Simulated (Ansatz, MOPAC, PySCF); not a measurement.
Pair of molecules: HF (SMILES F) (first 2 atoms) with HCl (SMILES Cl); geometry from B3LYP-D3(BJ)/def2-TZVP, rigid monomers moved along the line of their centres of mass till H2···Cl3 is 4.12 Å.
(charge 0, multiplicity 1):
| atom | x (Å) | y (Å) | z (Å) |
|---|---|---|---|
| F | -0.0125 | -0.0839 | -0.1391 |
| H | 0.1544 | 0.1338 | 0.7509 |
| Cl | -0.0578 | 0.7963 | 4.8118 |
| H | -1.2724 | 0.3789 | 4.7930 |

Counterpoise-corrected where a basis set is named; no monomer relaxation. Rows marked so take none.

Cores are frozen in the correlated methods. Rows in 3-21G, 6-31G* carry no dispersion term and start afresh at each structure (6-31G* with six Cartesian d functions). The state that AM1, PM7 reach isn't checked; PM7 holds dispersion and hydrogen-bond terms.

Run with Ansatz (a quantum-chemistry and plane-wave program) with Gaussian orbitals; MOPAC for AM1, PM7 (differences of heats of formation); PySCF for 3-21G rows, 6-31G* rows, the dispersion terms. 

```json
[
 {"level": "AM1", "interaction energy (kcal/mol)": "-0.24"},
 {"level": "PM7", "interaction energy (kcal/mol)": "-0.38"},
 {"level": "PBE-D3(BJ)/def2-TZVPPD", "interaction energy (kcal/mol)": "-0.60"},
 {"level": "PBE-D4/def2-TZVPPD", "interaction energy (kcal/mol)": "-0.59"},
 {"level": "r2SCAN-D3(BJ)/def2-TZVPPD", "interaction energy (kcal/mol)": "-0.56"},
 {"level": "B3LYP/3-21G (no counterpoise)", "interaction energy (kcal/mol)": "(withheld)"},
 {"level": "M06-2X/6-31G* (no counterpoise)", "interaction energy (kcal/mol)": "-0.58"},
 {"level": "wB97M-V/def2-TZVPPD", "interaction energy (kcal/mol)": "-0.54"},
 {"level": "MP2/aug-cc-pV(D+d)Z", "interaction energy (kcal/mol)": "-0.55"}
]
```

### Question
Fill in the missing entries.

### Answer

- B3LYP/3-21G (no counterpoise), interaction energy (kcal/mol): -0.46
